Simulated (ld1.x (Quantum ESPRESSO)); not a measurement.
## Transferability test, PAW potential for nitrogen

ld1.x (Quantum ESPRESSO) 7.5 input, shortened:

```
&input
   title='N', zed=7., rel=1, dft='PBE', iswitch=3,
   config='[He] 2s2 2p3'
 /
 &inputp
   pseudotype=3, lpaw=.true., tm=.true., lloc=-1, rcloc=1.90,
   nlcc=.true., new_core_ps=.true.,
   which_augfun='PSQ', rmatch_augfun_nc=.true.
 /
4
2S  1  0   2.00   0.00  0.85  1.15  0.0
2S  1  0   0.00  -0.50  0.85  1.15  0.0
2P  2  1   3.00   0.00  1.70  2.25  0.0
2P  2  1   0.00   0.20  1.70  2.25  0.0
 &test
   configts(1)='2s2 2p3'
 /
```

Energies are relative to the spin-unpolarised reference configuration 2s2 2p3; without spin polarisation the order of configurations can differ from experiment. The frozen-core shift is the all-electron ΔE with the core orbitals held at their reference shape minus the fully relaxed ΔE.

```json
{"valence configuration": "2s2 2p1", "charge": "+2", "ΔE all-electron (eV)": "42.445", "error AE − PS (meV)": "-23", "frozen-core shift (meV)": "+1.8"}
{"valence configuration": "2s2 2p0", "charge": "+3", "ΔE all-electron (eV)": "89.528", "error AE − PS (meV)": "+21", "frozen-core shift (meV)": "+10.0"}
{"valence configuration": "2s1 2p3", "charge": "+1", "ΔE all-electron (eV)": "25.372", "error AE − PS (meV)": "-8.9", "frozen-core shift (meV)": "+0.6"}
{"valence configuration": "2s1 2p4", "charge": "0", "ΔE all-electron (eV)": "11.508", "error AE − PS (meV)": "-0.6", "frozen-core shift (meV)": "+0.4"}
{"valence configuration": "2s0 2p5", "charge": "0", "ΔE all-electron (eV)": "23.041", "error AE − PS (meV)": "-2.1", "frozen-core shift (meV)": "+1.6"}
{"valence configuration": "2s2 2p2.5", "charge": "+0.5", "ΔE all-electron (eV)": "5.093", "error AE − PS (meV)": "-1.0", "frozen-core shift (meV)": "0.0"}
```

(1) What are ΔE and the potential's error for 2s2 2p2?

## Answers

(1) ΔE = 13.591 eV all-electron; the error (AE − PS) is -5.2 meV.
